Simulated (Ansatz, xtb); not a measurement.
**A family of molecules: the atomisation energy (no zero-point term)**

One atom is swapped for its congeners: BH3 (borane) `B`; AlH3 `[AlH3]`; GaH3 `[GaH3]`; InH3 `[InH3]`. All are singlets with charge 0.

Shapes, held fixed at every level: PBE0-D4/def2-TZVP. Programs: Ansatz 0.2.0, xtb 6.7.1. Values in eV.

| level | BH3 | AlH3 | GaH3 | InH3 |
| --- | --- | --- | --- | --- |
| GFN0-xTB | 15.40 | 20.44 | 18.01 | 14.99 |
| SPW92/def2-TZVPP | 13.18 | 9.76 | 9.38 | 8.38 |
| PBE0-D4/def2-TZVPP | 12.12 | 8.92 | 8.35 | 7.34 |
| r2SCAN0-D4/def2-TZVPP | 12.22 | 9.16 | 8.58 | 7.53 |
| MP2/def2-SVP | 11.66 | 8.59 | 8.01 | 6.86 |
| CCSD(T)/def2-SVP | 11.74 | 8.83 | 8.24 | 7.14 |
| CCSD(T)/def2-TZVPP | 12.00 | 9.12 | 8.62 | 7.54 |

At CCSD(T)/def2-TZVPP the atomisation energy falls at every step, from 12.00 to 7.54 eV. 6 of 7 levels show this order throughout; 6 agree on the largest and the smallest. For atoms past krypton def2 sets carry core potentials with scalar relativity. Relativity is left out for Ga unless named. Correlated rows may include outer-core shells of Ga, In, which these sets cover unevenly. GFN0-xTB strays far from the other rows. xTB rows lack spin polarisation. Spin-orbit coupling, which grows down the group, is left out (summed over each molecule's free atoms 0.00, 0.01, 0.07, 0.18 eV).
